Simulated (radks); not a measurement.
The platinum ion Pt25+, 53 electrons, occupied as [Kr] 4d10 4f7. Method: scalar-relativistic Kohn-Sham, SCAN, spin-polarised, spherical densities, finite nucleus; open shells are filled with parallel spins first (spin-orbit coupling, left out, can overturn this in heavy ions); meta-GGA in the generalised Kohn-Sham scheme; Fermi nuclear charge, rms radius 5.427 fm; computed with a radial shooting solver on a logarithmic mesh with Libxc functionals.

Normalised radial functions P(r) = r R(r), r in bohr:

r           4d up
0.002365   0.0003
0.0035     0.0008
0.005179   0.0022
0.007604   0.0061
0.01125    0.0169
0.01665    0.0453
0.02465    0.1152
0.03648    0.2677
0.05398    0.5426
0.07989    0.8904
0.1173     1.0194
0.1736     0.4568
0.2569    -0.8169
0.3802    -1.6993
0.5626    -1.2742
0.8327    -0.3929
1.232     -0.0378
1.809     -0.0008

4d up: eigenvalue -1028.0 eV, 1 radial node at r = 0.203 bohr, <r> = 0.435 bohr, 90 % of the charge inside 0.640 bohr.

Empty levels of this run are not shown, since the potential may be unsettled where no density lies.
